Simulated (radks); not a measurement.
Q: Excited configurations of the osmium ion Os2+: one electron is placed in a higher orbital outside [Xe] 4f14 5d5. The ground configuration is [Xe] 4f14 5d6. Method: scalar-relativistic Kohn-Sham, BLYP, spin-polarised, spherical densities, point nucleus; open shells are filled with parallel spins first (spin-orbit coupling, left out, can overturn this in heavy ions); computed with a radial shooting solver on a logarithmic mesh with Libxc functionals. Excitation = E - E(ground); binding = E(ion) - E, where the ion is the core of charge +3; n* = 3/sqrt(2 binding) in atomic units, and the quantum defect is n - n*.

| outer orbital | excitation (eV) | binding (eV) | n* | quantum defect | eigenvalue (eV) | <r> (bohr) |
|---|---|---|---|---|---|---|
| 6p | 7.825 | 19.193 | 2.526 | 3.474 | -15.891 | 3.127 |
| 6d | 15.912 | 11.106 | 3.321 | 2.679 | -9.080 | 4.711 |
| 6f | 21.282 | 5.736 | 4.620 | 1.380 | -4.668 | 8.835 |
| 7p | 17.243 | 9.775 | 3.539 | 3.461 | -8.366 | 6.234 |
| 7d | 20.219 | 6.799 | 4.244 | 2.756 | -5.707 | 8.389 |

Estimate the row for 6s.

A: excitation (eV) 0.004; binding (eV) 27.014; n* 2.129; quantum defect 3.871; eigenvalue (eV) -22.866; <r> (bohr) 2.532. The Delta-SCF ionisation energy is 27.018 eV (NIST Atomic Spectra Database: 25 eV, theoretical). Self-interaction in the functional shifts the binding energies and quantum defects, so they are the method's values and not measured ones. Open shells are spherical and high-spin; term and fine-structure splittings are not resolved. Spin-orbit splitting is averaged out at the scalar-relativistic level.
